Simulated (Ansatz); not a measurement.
Geometry optimisation, RKS B3LYP/def2-SVP (Ansatz 0.2.0).

input.yaml

```yaml
crystal:
  periodic: [false, false, false]
  atoms:
    - { symbol: "N", position_ang: [-2.0479, 1.5038, -0.1411] }
    - { symbol: Ge, position_ang: [-0.3253, 1.2549, -0.6453] }
    - { symbol: O, position_ang: [0.613, 0.9105, 0.8225] }
    - { symbol: Si, position_ang: [0.6767, -0.6652, 0.2086] }
    - { symbol: "N", position_ang: [2.256, -1.1907, -0.2677] }
    - { symbol: O, position_ang: [-0.2683, -1.6771, 1.284] }
    - { symbol: H, position_ang: [-2.20871, 2.56551, -0.11576] }
    - { symbol: H, position_ang: [-2.18029, 1.16963, 0.77957] }
    - { symbol: H, position_ang: [0.4036, 2.4016, -1.3847] }
    - { symbol: H, position_ang: [2.8097, -1.2437, 0.6569] }
    - { symbol: H, position_ang: [2.1649, -2.1551, -0.6026] }
    - { symbol: H, position_ang: [-1.1826, -1.6505, 0.9745] }
basis:
  gaussian: { orbitals: def2-SVP }
hamiltonian:
  xc: b3lyp
relax:
  f_tol: 0.015
  max_steps: 40
```

Launched with:

```bash
$ ansatz run input.yaml --threads 2 --pin off --max-ram 3072MiB --backend cpu --events-out ev --progress --plain --runs-dir out
```

Q: Where does it end, and by what steps?

A: The forces met the threshold. After 17 steps the energy has fallen by 1.138 eV; H10 moved furthest, 1.09 Å.

```tsv
step	energy less start (eV)	largest force component (eV/Å)	accepted
0	0.0000	3.291	yes
1	-0.5598	1.294	yes
2	-0.7495	0.920	yes
3	-0.9048	0.489	yes
4	-1.0092	0.479	yes
5	-1.0613	0.536	yes
6	-1.0633	1.309	yes
7	-1.1227	0.324	yes
8	-1.0539	0.844	no
9	-1.1337	0.057	yes
10	-1.1348	0.075	yes
11	-1.1268	0.626	no
12	-1.1364	0.041	yes
13	-1.1370	0.060	yes
14	-1.1372	0.059	yes
15	-1.1375	0.039	yes
16	-1.1376	0.021	yes
17	-1.1376	0.013	yes
```

```xyz
12
Properties=species:S:1:pos:R:3
N -2.013 1.816 -0.270
Ge -0.324 1.178 -0.577
O 0.670 0.787 1.126
Si 0.692 -0.680 0.429
N 2.163 -1.386 -0.025
O -0.212 -1.945 0.991
H -2.112 2.776 0.052
H -2.690 1.212 0.187
H 0.408 2.420 -1.146
H 2.955 -0.839 -0.340
H 2.265 -2.383 -0.181
H -1.092 -1.731 1.322
```

The run took 51 s on 2 threads of Intel(R) Xeon(R) 6975P-C (Granite Rapids), on a shared host, peak memory 0.4 GiB.
